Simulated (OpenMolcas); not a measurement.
**Pr4+: ligand-field states by method**

Pr4+ with 6 ligands (chloride, bromide on the axis) in tetragonal octahedral coordination (D4h) at 2.72 Å, the axial distance 2.875 Å. A charge of +0.333 e stands 3.2 Å behind each ligand. Ligand basis ANO-RCC-VDZP.

```yaml
Program: OpenMolcas 26.06
Basis: ANO-RCC-VDZP [7s6p4d2f1g]
Scalar_Hamiltonian: DKH2, point nucleus
Active_space: 1 electron in 7 orbitals (4f)
State_averaging: 2S+1 = 2 odd, 7 roots
Spin-orbit_coupling: state interaction with AMFI integrals over the reference wave functions
```

I. CASSCF
II. SS-CASPT2, IPEA 0.25 Eh, imaginary shift 0.1 Eh (closed shells correlated: 5s 5p and the ligand valence shells)

Spin-free states (labels of D4, the rotations of D4h) in cm-1, each column counted from its own energy of the first state listed:

```tsv
State	Degeneracy	I	II
2B1	1	0	0
2E	2	567	500
2B2	1	612	730
2A2	1	1449	1880
2E	2	1626	1890
```

From I to II, I's first state of the same spin (2E) moves from 567 to 500 cm-1, by about -69 cm-1.

With spin-orbit coupling the lowest J multiplet is 905 (I), 1070 (II) cm-1 wide, a factor of 1.18 from I to II.

χT at 300 K: I 0.45, II 0.41 cm3 K/mol.

Over all roots computed the reference weight is 0.66 in II; a low but even weight reflects the number of correlated electrons. Splittings of an f shell from a small cluster at a set distance can be off by tens of per cent, mostly too small (holds for II). The distance lies 4 % over the 2.61 Å that this model takes as the normal distance (a Shannon-type radius plus a fixed donor radius); by an R⁻⁵ law this alone changes a d-shell field by about -19 %. No measured value stands beside these numbers; the geometry is a model, was not optimised and need not be the one that this ion takes.
